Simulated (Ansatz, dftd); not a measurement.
Species: C$_{2}$H$_{2}$ClF, charge 0, singlet. C2H2ClF (SMILES C(/Cl)=C/F).
B3LYP-D3(BJ)/def2-TZVP minimum from Ansatz (a first-principles code):
```
C
C 1 1.3218
F 2 1.3370 1 123.15
H 1 1.0786 2 120.50 3 180.00
H 2 1.0815 1 123.34 4 0.00
Cl 1 1.7229 4 115.69 2 180.00
```
Charge 0, spin multiplicity 1.

Quantity: atomisation energy (electronic, to ground-state atoms), in kcal/mol. Radicals and triplets start from unrestricted determinants; spin-orbit coupling is neglected. Correlated methods leave the cores frozen. Rows without X2C or -DK are non-relativistic. CBS(X,Y): correlation extrapolated as X^-3, Hartree-Fock from the larger set (Q,5: extrapolated as (X+1)exp(-9√X)). A bracket is a step between two methods taken in the basis named. Functionals run without relativity, which enters their misses. 'core' is core correlation in cc-pwCVTZ (1s frozen past Ne), 'X2C' scalar relativity in cc-pVTZ-DK, both at CCSD(T). Where a partner has so few electrons that a lower coupled-cluster level is exact, that level stands in.

Compared with CCSD(T)/CBS(cc-pV(Q+d)Z,cc-pV(5+d)Z) + [CCSDT(Q) - CCSD(T)]/cc-pV(D+d)Z + core + X2C (Ansatz): 550.7 kcal/mol.

**Question.** Rank these levels by how close they come to it, closest first: r2SCAN-D4/def2-TZVPD (Ansatz + dftd4); CCSD/CBS(cc-pV(T+d)Z,cc-pV(Q+d)Z) (Ansatz); MP2/CBS(cc-pV(T+d)Z,cc-pV(Q+d)Z) (Ansatz).

**Answer.** r2SCAN-D4/def2-TZVPD (553.4 kcal/mol, difference 2.7), MP2/CBS(cc-pV(T+d)Z,cc-pV(Q+d)Z) (566.4 kcal/mol, difference 15.7), CCSD/CBS(cc-pV(T+d)Z,cc-pV(Q+d)Z) (534.6 kcal/mol, difference -16.1)
